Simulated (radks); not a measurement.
The numbers below are computed, except where a source is named.
Q: These are the eigenvalues of the occupied orbitals of an atom or ion with whole-number occupations (eV). Level of theory: non-relativistic Kohn-Sham, PBE, spin-polarised, spherical densities, point nucleus (a radial shooting solver on a logarithmic mesh with Libxc functionals).

1s down: -6432.710
1s up: -6432.697
2s up: -793.5050
2s down: -791.7669
2p up: -688.5358
2p down: -687.2331
3s up: -142.3468
3s down: -138.4253
3p up: -111.8985
3p down: -108.0439
3d up: -62.5680

Which element is it, and in what charge state? The configuration may be excited. Open shells, if any, are filled with parallel spins first.

A: Z = 25, manganese, charge +4: Mn4+ in [Ar] 3d3. The list shows which subshells hold electrons but not how many an open one holds; the 1s level, -236.4 hartree, gives Z - s = 21.7 by -(Z - s)^2/2, which with screening narrows Z to a few neighbours, and the depths of the outer levels then fix element, charge and occupations together.
